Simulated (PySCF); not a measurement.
GeSb⁺: from constants to spectrum

ωB97X constants of GeSb⁺, ³Σ⁻ (triplet), unpaired electrons π ↑↑ (Ge def2-SVP, Sb def2-SVP with ECP28; scalar-relativistic core potentials (PySCF 2.14); masses 73.9212 and 120.9038 u):

| Property | Result |
| --- | --- |
| ωe | 254.8 cm⁻¹ |
| ωexe | 0.551 cm⁻¹ |
| Be | 0.055817 cm⁻¹ |
| αe | 0.000156 cm⁻¹ |
| D (centrifugal) | 1.07e-08 cm⁻¹ |
| De to Ge⁺ + Sb | 2.79 eV |

Task: Give the vibrational terms G(v) and spacings up to v = 6.

Result: G(v) = ωe(v+½) − ωexe(v+½)².

```tsv
v	G(v) (cm⁻¹)	G(v) − G(v−1)	Bv (cm⁻¹)
0	127.3		0.05574
1	381.0	253.7	0.05558
2	633.6	252.6	0.05543
3	885.1	251.5	0.05527
4	1135.4	250.4	0.05511
5	1384.7	249.3	0.05496
6	1632.9	248.2	0.05480
```

Task: How well does the Morse estimate ωe²/(4ωexe) reproduce De, and what is D0?

Result: It gives 3.65 eV, 131 % of the computed De. D0 = De − G(0) = 2.79 − 0.02 = 2.77 eV.

These are scalar-relativistic numbers at best; spin–orbit coupling would shift them, the dissociation energy most. For an ion De counts to the pair picked by the measured ionisation energies or electron affinities, which need not be the lowest pair at this level. The state is the lowest determinant that a PBE0 search found; another state may lie lower at other levels.
